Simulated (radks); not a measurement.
Results of a calculation; reference values are marked as such.
All-electron atom: Mn17+ in [He] 2s2 2p4. Code: a radial shooting solver on a logarithmic mesh with Libxc functionals. Model: scalar-relativistic Kohn-Sham, BLYP, spin-polarised, spherical densities, finite nucleus; open shells are filled with parallel spins first; Fermi nuclear charge, rms radius 3.7057 fm. Some entries of the table are withheld. Estimate them.

orbital,occ.,eigenvalue (hartree),r(max) (bohr),<r^2> (bohr^2)
1s up,1,(1),0.03985,(2)
1s down,1,(3),0.03982,(4)
2s up,1,-50.85955,0.2260,0.08331
2s down,1,-50.29956,0.2266,0.08404
2p up,3,-47.38998,0.1808,0.06536
2p down,1,-46.72741,0.1816,0.06617

Answer. 
(1) 1s up eigenvalue (hartree): -263.7328
(2) 1s up <r^2> (bohr^2): 0.004966
(3) 1s down eigenvalue (hartree): -263.4116
(4) 1s down <r^2> (bohr^2): 0.004954
